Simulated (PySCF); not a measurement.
Ionisation energy of Au⁶⁶⁺ by level of theory

Au⁶⁶⁺ [Ne] 3s2 3p1 [3p1/2^1, M_J = 1/2] → Au⁶⁷⁺ [Ne] 3s2, as a difference of total energies. Calculation: PySCF 2.14, in an uncontracted even-tempered set (17 s from 23 bohr⁻², ratio 2.4; 14 p from 29 bohr⁻², ratio 2.4; 4 d from 97 bohr⁻², ratio 2.6; 4 f from 140 bohr⁻², ratio 2.6); the two-component X2C-1e Hamiltonian. Correlated levels: 1s2 frozen; the 46 highest virtual spinors dropped. "Screened" scales the spin-orbit matrix elements by Boettger's factors to mimic the two-electron term; Breit and QED terms are absent.

```tsv
method	ionisation energy (eV)
GHF (spin-free)	7558.2
GMP2 (spin-free)	7558.9
GHF (screened spin-orbit)	7919.4
GMP2 (screened spin-orbit)	7919.4
```

Breit and QED terms and the two-electron picture change are absent.

The spin-free rows lack the spin-orbit shift.

For comparison: 7910 ± 40 eV (theoretical estimate listed by NIST; NIST Atomic Spectra Database, ionization energies).
